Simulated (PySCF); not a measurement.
Species: C5H6NO (charge -1).
SMILES with atom numbers: `[CH3:1][CH2:2]/[C:3]([C:4]#[N:5])=[CH:6]/[O-:7]` (hydrogens: H8, H9, H10 on C1; H11, H12 on C2; H13 on C6)

The geometry is computed with GFN2-xTB (gas phase).

**Question.** What internal coordinates does the optimisation give?

**Answer.** 
```
                bond  length (pm)
               C1–C2        153.3
               C2–C3        151.1
               C3–C4        138.0
               C4≡N5        116.2
               C3=C6        138.8
               C6–O7        124.2
C1–H8, C1–H9, C1–H10        109.0
      C2–H11, C2–H12        109.7
              C6–H13        113.1
```

Bonds in one row agree within 1 pm and their mean is given. A selection of angles:
```
     angle  degrees
  C2–C1–H8    111.4
  C2–C1–H9    110.1
  H8–C1–H9    108.7
 H9–C1–H10    108.3
  C1–C2–C3    112.1
 C1–C2–H11    108.4
 C1–C2–H12    109.0
 C3–C2–H11    110.4
H11–C2–H12    107.8
  C2–C3–C4    116.3
  C2–C3–C6    120.7
  C4–C3–C6    123.0
  C3–C4–N5    176.7
  C3–C6–O7    130.3
 C3–C6–H13    112.2
 O7–C6–H13    117.5
```

Torsions: C1–C2–C3–C4 -77° (synclinal); C2–C3–C6–O7 -178° (antiperiplanar). The mirror-image conformer, all signs reversed, is as good.

The 4 C–C bonds span 1.380 Å (C3–C4, drawn single) to 1.533 Å (C1–C2, drawn single), a spread of 0.153 Å. C6 (vinylic carbon bearing oxygen) is planar (angles 130.3°, 117.5° and 112.2°, sum 360.0°, 0.00 Å off the plane of its three neighbours). Of the pairs four or more bonds apart, H12···H13 is among the closest relative to their van der Waals radii: 2.22 Å, 93 % of the sum of Bondi's values. C3 (carbon bonded to 3 C) is planar (angles 123.0°, 120.7° and 116.3°, sum 360.0°, 0.02 Å off the plane of its three neighbours).

Point group: C1 (no symmetry element, even within 0.4 Å). Stationary, but not proved a minimum.
